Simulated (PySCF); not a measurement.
Spinor energies of Er³³⁺ (erbium, charge +33)

Start: [Ar] 3d10 4s2 4p5; 4p1/2 filled at m_j = +1/2; 4p3/2 filled at m_j = -3/2, -1/2, +1/2, +3/2. Calculated with PySCF 2.14 in an even-tempered Gaussian basis (17 s from 3.3 bohr⁻², ratio 2.8; 14 p from 4.3 bohr⁻², ratio 2.8; 8 d from 7.6 bohr⁻², ratio 2.8; 4 f from 22 bohr⁻², ratio 3): generalised Hartree-Fock with the X2C-1e Hamiltonian and a Gaussian nucleus; one run each with spin-orbit coupling (SO) screened by Boettger's factors, then bare. This is a chosen level, not necessarily the ground level.

```tsv
spinor shell	electrons	ε, screened SO (eV)	ε, bare SO (eV)	weight of nominal j (bare SO)	rms radius, bare SO (bohr)
1s1/2	2	-59092.0	-59091.1	1.000	0.0231
2s1/2	2	-11153.3	-11153.1	1.000	0.0935
2p1/2	2	-10669.1	-10692.0	1.000	0.0796
2p3/2	4	-9747.5	-9739.5	1.000	0.0866
3s1/2	2	-3531.1	-3531.0	1.000	0.237
3p1/2	2	-3318.8	-3323.7	1.000	0.228
3p3/2	4	-3117.3	-3115.5	1.000	0.242
3d3/2	4	-2764.9	-2769.6	1.000	0.214
3d5/2	6	-2721.3	-2718.4	1.000	0.218
4s1/2	2	-1566.0	-1566.0	1.000	0.502
4p1/2	1	-1479.1	-1480.6	1.000	0.502
4p3/2	4	-1414.4	-1413.9	1.000	0.526
```

```
   quantity   screened SO       bare SO
E (hartree)  -12486.66345  -12487.37095
        M_J           1/2           1/2
       ⟨J²⟩         0.752         0.752
       ⟨L²⟩         2.048         2.052
       ⟨S²⟩         0.795         0.799
```

Each row is a mean over spinors that exchange with the open shell spreads, by up to 5.906 eV (3p1/2).

Breit and QED terms are absent; they matter most for the inner s and p1/2 levels.

Densities and radii are taken from the X2C orbitals without a picture-change correction, which distorts them close to the nucleus.
